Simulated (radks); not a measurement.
The numbers below are computed, except where a source is named.
Question: Ionisation ladder of lutetium, from Lu XLV to Lu LXVI. Each ion is in the ground configuration listed by NIST, and IE = E(next ion) - E(this ion). Level of theory: non-relativistic Kohn-Sham, PBE, spin-polarised, spherical densities, point nucleus; open shells are filled with parallel spins first (spin-orbit coupling, left out, can overturn this in heavy ions); relativity is left out, which matters for an element this heavy (a radial shooting solver on a logarithmic mesh with Libxc functionals).

species    configuration  IE, Delta-SCF (eV)  -e(HOMO) (eV)     HOMO
Lu XLV          [Ar] 3d9              3726.1         3666.8  3d down
Lu XLVI         [Ar] 3d8              3845.3         3785.5  3d down
Lu XLVII        [Ar] 3d7              3965.3         3905.2  3d down
Lu XLVIII       [Ar] 3d6              4085.9         4025.5  3d down
Lu XLIX         [Ar] 3d5              4242.9         4180.3    3d up
Lu L            [Ar] 3d4                   ?         4305.7    3d up
Lu LI           [Ar] 3d3              4495.8         4432.2    3d up
Lu LII          [Ar] 3d2              4623.4         4559.5    3d up
Lu LIII         [Ar] 3d1              4751.6         4687.4    3d up
Lu LIV              [Ar]                   ?         5047.8       3p
Lu LV       [Ne] 3s2 3p5              5212.5         5157.9  3p down
Lu LVI      [Ne] 3s2 3p4              5320.4         5266.8  3p down
Lu LVII     [Ne] 3s2 3p3              5463.5         5407.1    3p up
Lu LVIII    [Ne] 3s2 3p2              5575.6         5519.8    3p up
Lu LIX      [Ne] 3s2 3p1                   ?         5631.2    3p up
Lu LX           [Ne] 3s2              5914.1         5865.3       3s
Lu LXI          [Ne] 3s1                   ?         5981.6    3s up
Lu LXII             [Ne]             14101.4        13952.0       2p
Lu LXIII    [He] 2s2 2p5             14398.4        14250.4  2p down
Lu LXIV     [He] 2s2 2p4             14689.9        14545.4  2p down
Lu LXV      [He] 2s2 2p3             15086.4        14932.7    2p up
Lu LXVI     [He] 2s2 2p2             15391.9        15239.7    2p up

Estimate the withheld Delta-SCF values.

Answer: Lu L: 4368.9 eV (NIST 4403); Lu LIV: 5102.9 eV (NIST 5168); Lu LIX: 5686.0 eV (NIST 6070); Lu LXI: 6030.7 eV (NIST 6452).
